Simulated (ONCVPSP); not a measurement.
## What one change does to a pseudopotential (Hf, ONCV)

ONCVPSP 4.0.1 input, shortened (lines: element, Z, core and valence counts, functional; n l f; lmax; l rc ep ncon nbas qcut; lloc lpopt rc5 dvloc0; l nproj debl; icmod fcfact rcfact), LDA (Perdew-Zunger), fully relativistic:

```
  Hf 72.00   10    5        3      upf
    1    0    2.00
    2    0    2.00
    2    1    6.00
    3    0    2.00
    3    1    6.00
    3    2   10.00
    4    0    2.00
    4    1    6.00
    4    2   10.00
    4    3   14.00
    5    0    2.00
    5    1    6.00
    5    2    2.00
    6    0    1.75
    6    1    0.25
    2
    0    1.80    0.00    4    8    7.90
    1    2.30    0.00    4    8    6.60
    2    2.90    0.00    5   10    4.60
    4    5    1.20    0.00
    0    2    3.20
    1    2    2.30
    2    2    3.50
    0    0.00    0.00
```

Open shells are filled in proportion to 2j + 1.

Change: s: qcut 8.7; p: qcut 7.3; d: qcut 5.1.

Cutoffs: the cutoffs (Ha) at which the residual kinetic energy of the hardest occupied pseudo-wave falls to 1 and 0.1 mHa per electron; they do not see the model core or the augmentation charge, which bear on the density cutoff. Errors are all-electron minus pseudo energies relative to the spin-unpolarised reference configuration.

What does the change do?

The potential gets harder (20 Ha and 23 Ha → 22 Ha and 26 Ha); of the 4 tests that both files solve, the error grows in 1 and shrinks in 1 by more than 15 % and 0.3 meV (median size 5.4 → 3.1 meV); neither file shows a bound ghost.

| quantity | base | changed |
| --- | --- | --- |
| cutoff, loose | 20 Ha | 22 Ha |
| cutoff, tight | 23 Ha | 26 Ha |
| loose cutoff by channel | s 20 Ha, p 12 Ha, d 8.6 Ha | s 22 Ha, p 13 Ha, d 9.5 Ha |
| bound ghosts | none | none |
| GHOST(+) flags under 300 eV | s at 121.7 eV | s at 131.1 eV |
| error for 5s2 5p6 5d2 6s2 6p0, meV [ΔE -0.95 eV] | 0.0 | 0.0 |
| error for 5s2 5p6 5d2 6s1 6p0, meV [ΔE 7.25 eV] | +1.7 | +1.8 |
| error for 5s2 5p6 5d2 6s0 6p0, meV [ΔE 21.75 eV] | +9.2 | +11 |
| error for 5s2 5p6 5d1 6s2 6p0, meV [ΔE 5.78 eV] | +9.2 | +4.5 |
| s: phases at 1.82 bohr within 0.05 rad from the reference energy up to (Ha; the scan ends near 5) | 4.3 | 4.7 |
| p3/2: phases at 2.33 bohr within 0.05 rad from the reference energy up to (Ha; the scan ends near 5) | 4.3 | 4.5 |
| p1/2: phases at 2.33 bohr within 0.05 rad from the reference energy up to (Ha; the scan ends near 5) | 4.3 | 4.3 |
| d5/2: phases at 2.94 bohr within 0.05 rad from the reference energy up to (Ha; the scan ends near 5) | 0.8 | 1.0 |
| d3/2: phases at 2.94 bohr within 0.05 rad from the reference energy up to (Ha; the scan ends near 5) | 0.8 | 0.9 |
